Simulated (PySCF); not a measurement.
# Basis-set dependence of TlSe at PBE0

PySCF, UKS reference; doublet, unpaired electrons π ↑; De to Tl + Se without counterpoise correction.

```
     basis                           relativity  functions  Re (Å)  ωe (cm⁻¹)  De (eV)  μ (D)
cc-pVDZ-PP  scalar-relativistic core potentials         46   2.729        175     2.79  -3.60
  def2-SVP  scalar-relativistic core potentials         58   2.731        178     2.83  -3.46
def2-TZVPP  scalar-relativistic core potentials         98   2.710        174     2.88  -3.67
```

(1) How does each smaller set differ from the one with most functions, def2-TZVPP?

A positive dipole means Tl(−)Se(+). Spin–orbit coupling is left out, which matters for elements this heavy, above all for dissociation energies. The state was picked by a PBE0 search and need not be the measured ground state.

## Answers

(1) cc-pVDZ-PP: +1.9 pm, +0.6 % in ωe, -0.09 eV in De; def2-SVP: +2.1 pm, +2.3 % in ωe, -0.05 eV in De. All at PBE0; the set with most functions is neither the basis-set limit nor always the best.
